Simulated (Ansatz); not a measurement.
Program: Ansatz. Geometries: PBE0-D4/def2-TZVP. ΔE: electronic, gas phase. CCSD(T)/CBS adds triple-zeta CCSD(T) − MP2 to the extrapolated MP2 energy (def2 sets, frozen cores). This one scheme is used for every species. DFT in def2-TZVPP. HSE06 is defined as in plane-wave codes. Elements past krypton have def2 core potentials. For Br, Sn outer-core shells are correlated without core-valence functions, which leaves a few kJ/mol of doubt a bond. Scalar relativity is left out up to krypton. Each species was taken in one conformer, which may not be the lowest.

`[OH][SnH]([OH])[Br]` + HBr → `[OH][SnH]([Br])[Br]` + H₂O  (ligand exchange at the Sn–O bond)

```tsv
level	ΔE (kcal/mol)	difference from CCSD(T)/CBS
BLYP-D4	-17.4	1.8
r2SCAN-D4	-18.3	0.9
revPBE	-17.9	1.3
PBE0	-19.4	-0.2
r2SCANh	-18.8	0.4
HSE06	-19.5	-0.3
BHLYP	-18.9	0.3
CAM-B3LYP	-16.7	2.5
CCSD/def2-TZVPP	-17.6	1.6
CCSD(T)/def2-TZVPP	-17.3	1.9
CCSD(T)/CBS	-19.2	0
```

Q: What do rigid-rotor, harmonic-oscillator terms from PBE0-D4/def2-TZVP frequencies (298.15 K, 1 bar) make of the CCSD(T)/CBS value? (Best estimate.)

A: The calculation gave: ΔZPE = +2.0 kcal/mol, ΔH = -17.1 kcal/mol, ΔS = 2 J/(mol·K), ΔG = -17.2 kcal/mol.

Largest T1 diagnostic among the species: 0.012.

The D4 term adds −0.9 kcal/mol with B3LYP and −0.5 kcal/mol with PBE0; it sums over pairs of atoms, weighted by their polarisabilities, and B3LYP, whose exchange is more repulsive, gets the larger term. From BLYP to BHLYP (50 % exact exchange), in def2-TZVPP and without D4, ΔE moves by −2.5 kcal/mol. At CCSD(T), def2-SVP lies +1.8 kcal/mol from the extrapolated value and def2-TZVPP +1.9 kcal/mol.

B3LYP here is the variant with VWN-RPA as its local correlation; programs differ in this.
